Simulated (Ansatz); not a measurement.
H$_{2}$ISb, SMILES `[SbH2][I]`, relaxed with RKS PBE0-D4/def2-TZVP in the Gaussian-basis code of Ansatz from a PBE-D4/def2-SVP geometry. The force threshold is 0.005 eV/Å; the program also tests the step.

Charge 0, multiplicity 1. Sb, I: def2 effective core potential.

Start:

```xyz
4

Sb    0.582   -0.659    0.084
I    -1.481   -0.039   -1.657
H     1.232    0.952    0.069
H    -0.334   -0.254    1.504
```

```tsv
step	energy (eV)	largest force (eV/Å)	largest move (Å)
1	-14672.5748	0.567	0.000
2	-14672.5848	0.472	0.047
3	-14672.5947	0.014	0.028
4	-14672.5947	0.003	0.004
```

End:

```xyz
4

Sb    0.572   -0.642    0.085
I    -1.458   -0.040   -1.630
H     1.223    0.940    0.060
H    -0.336   -0.259    1.484
```

Run time 10 s (2 threads of an Arm Neoverse V1 on a shared host); peak host memory 0.21 GiB.
